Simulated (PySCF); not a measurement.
C6H9NSi.
Numbering: `[N:1]#[C:2][C@:3]1([CH2:4][SiH3:5])[C@@H:6]2[CH2:7][C@H:8]12` (hydrogens: H9, H10 on C4; H11, H12, H13 on Si5; H14 on C6; H15, H16 on C7; H17 on C8)

The same species was optimised twice, with GFN2-xTB and with PBE0-D3(BJ)/def2-SVP (PySCF), and the same property calculations (PySCF, gas phase) were run on both structures.

```csv
coordinate,GFN2-xTB,PBE0-D3(BJ)/def2-SVP,change
C2–C3 (Å),1.429,1.459,+0.030
N1≡C2 (Å),1.145,1.158,+0.013
C4–Si5 (Å),1.910,1.898,-0.012
C6–C8 (Å),1.482,1.473,-0.009
C3–C6 (Å),1.511,1.504,-0.007
C7–C8 (Å),1.497,1.491,-0.006
C6–C7 (Å),1.497,1.491,-0.006
C3–C8 (Å),1.509,1.504,-0.005
C3–C4 (Å),1.517,1.519,+0.002
C3–C4–Si5 (°),112.6,114.6,+2.0
C3–C6–C7 (°),97.3,99.2,+1.9
C3–C8–C7 (°),97.4,99.2,+1.8
C2–C3–C4 (°),112.9,113.9,+1.0
N1–C2–C3 (°),178.2,179.1,+0.9
C4–C3–C8 (°),118.6,118.0,-0.6
C4–C3–C6 (°),119.0,118.4,-0.6
C2–C3–C8 (°),119.0,118.7,-0.3
C2–C3–C4–Si5 (°),68,67,-1
```

Rotational constants: A = 2693, B = 1306, C = 1024 MHz (GFN2-xTB) against A = 2636, B = 1286, C = 997.6 MHz (PBE0-D3(BJ)/def2-SVP). Point groups within 0.08 Å: C1 and C1.

On the GFN2-xTB structure: HOMO (eV) -8.14 [PBE0/pcSseg-1]; LUMO (eV) 0.53 [PBE0/pcSseg-1]; dipole (D) 4.53 [PBE0/pcSseg-1]; GIAO shielding of N1 (ppm) -31.2 [PBE0/pcSseg-1]; GIAO shielding of C2 (ppm) 61.4 [PBE0/pcSseg-1]; GIAO shielding of C3 (ppm) 150.0 [PBE0/pcSseg-1]; GIAO shielding of C4 (ppm) 170.9 [PBE0/pcSseg-1]; GIAO shielding of Si5 (ppm) 422.8 [PBE0/pcSseg-1]; GIAO shielding of C6/C8 (mean) (ppm) 173.2 [PBE0/pcSseg-1]; GIAO shielding of C7 (ppm) 161.0 [PBE0/pcSseg-1].

What do these properties become on the PBE0-D3(BJ)/def2-SVP structure?

| property | level | on GFN2-xTB | on PBE0-D3(BJ)/def2-SVP | change |
| --- | --- | --- | --- | --- |
| HOMO (eV) | PBE0/pcSseg-1 | -8.14 | -8.12 | +0.02 |
| LUMO (eV) | PBE0/pcSseg-1 | 0.53 | 0.48 | -0.05 |
| dipole (D) | PBE0/pcSseg-1 | 4.53 | 4.72 | +0.19 |
| energy, GFN2-xTB geometry as zero (kcal/mol) | PBE0/pcSseg-1 | 0.0 | -1.8 | -1.8 |
| GIAO shielding of N1 (ppm) | PBE0/pcSseg-1 | -31.2 | -37.9 | -6.7 |
| GIAO shielding of C2 (ppm) | PBE0/pcSseg-1 | 61.4 | 59.4 | -2.0 |
| GIAO shielding of C3 (ppm) | PBE0/pcSseg-1 | 150.0 | 145.9 | -4.1 |
| GIAO shielding of C4 (ppm) | PBE0/pcSseg-1 | 170.9 | 169.9 | -1.0 |
| GIAO shielding of Si5 (ppm) | PBE0/pcSseg-1 | 422.8 | 419.5 | -3.3 |
| GIAO shielding of C6/C8 (mean) (ppm) | PBE0/pcSseg-1 | 173.2 | 171.9 | -1.3 |
| GIAO shielding of C7 (ppm) | PBE0/pcSseg-1 | 161.0 | 158.3 | -2.7 |

The heavy atoms differ by 0.036 Å rms after alignment. Among bonds between heavy atoms C2–C3 changes most (+0.030 Å). Changes are differences of the printed values. Neither structure is proved a minimum here.

The values belong to the conformer `[N:1]#[C:2][C@:3]1([CH2:4][SiH3:5])[C@@H:6]2[CH2:7][C@H:8]12`: C2–C3–C4–Si5 67°.
